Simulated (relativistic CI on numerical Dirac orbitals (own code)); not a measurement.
# Crystal-field levels of Ta4+, 5d

Calculated by Dirac-Coulomb-Breit CI, separate exchange-only KLI orbitals for each configuration, model QED, valence Slater integrals scaled by 0.65, one configuration in a parametric crystal field (own radial code).

Field parameters in Wybourne normalisation: D3d B²₀ = −7Dσ, B⁴₀ = −14Dq − 21Dτ, B⁴₃ = −14√(10/7) Dq. The field is a parameter set, without covalency.

S is read from ⟨S²⟩ = S(S + 1).

Levels (cm⁻¹, degeneracy): 0 (2), 2225 (2), 8120 (2), 24466 (2), 24590 (2).

Question: Which field gives this pattern?
A. D3d, 10Dq = 21900, Dσ = 330, Dτ = -390 cm⁻¹
B. D3d, 10Dq = 21900, Dσ = -110, Dτ = -390 cm⁻¹
C. D3d, 10Dq = 21900, Dσ = 550, Dτ = -390 cm⁻¹
D. D3d, 10Dq = 21900, Dσ = -1200, Dτ = -390 cm⁻¹

Answer: D. D3d, 10Dq = 21900, Dσ = -1200, Dτ = -390 cm⁻¹, ground level with S = 0.50.
